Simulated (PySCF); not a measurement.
## Electric properties by functional and basis

Ge2H7NSe.
Bonds: N1–Ge2, Ge2–Se3, Se3–Ge4. Hydrogens: H5, H6 on N1; H7, H8 on Ge2; H9, H10, H11 on Ge4.

PySCF, dipoles from the SCF density, polarisabilities from static response with core orbitals frozen. One conformer (not necessarily the lowest) at the PBE0-D3(BJ)/def2-SVP geometry, without solvent, vibrations or thermal averaging. The LDA/def2-SVPD calculation is non-relativistic and has no spin–orbit coupling, an omission that weighs most on germanium and selenium.

The anisotropy is √(½[(α1 − α2)² + (α2 − α3)² + (α3 − α1)²]).

```csv
level,μ (D),α (Å³),anisotropy (Å³)
LDA/def2-SVPD,2.203,16.00,5.06
PBE/def2-SVPD,2.133,15.72,4.89
B3LYP/def2-SVPD,2.151,15.27,4.62
PBE0/def2-SVPD,2.214,15.09,4.53
BHandHLYP/def2-SVPD,2.237,14.66,4.28
CAM-B3LYP/def2-SVPD,2.218,14.98,4.43
wB97X-D/def2-SVPD,2.269,14.94,4.34
LC-wPBE/def2-SVPD,2.314,14.55,4.22
HF/def2-SVPD,2.415,14.02,3.83
PBE0/6-31G*,2.630,12.38,4.78
PBE0/def2-SVP,2.481,12.82,4.84
PBE0/aug-cc-pVDZ,2.177,15.24,4.61
PBE0/def2-TZVP,2.257,14.36,4.81
PBE0/def2-TZVPD,2.171,15.23,4.60
```

The dipole runs from 2.13 D (PBE/def2-SVPD) to 2.63 D (PBE0/6-31G*). No reference polarisability is at hand; against PBE0 in the largest diffuse basis at hand (def2-TZVPD) the other PBE0 rows deviate by 6-31G* -19%, def2-SVP -16%, def2-SVPD -1%, aug-cc-pVDZ 0%, def2-TZVP -6%. In one basis (def2-SVPD) the functionals order the polarisability from HF (lowest) to LDA (highest), a spread of 14%. With PBE0 the polarisability is 13.18 Å³ without diffuse functions (mean of 6-31G*, def2-SVP and def2-TZVP) and 15.19 Å³ with them (mean of def2-SVPD, aug-cc-pVDZ and def2-TZVPD).

Without π bonds the low states are Rydberg-like; a valence basis with one diffuse set may place them up to an eV too high.
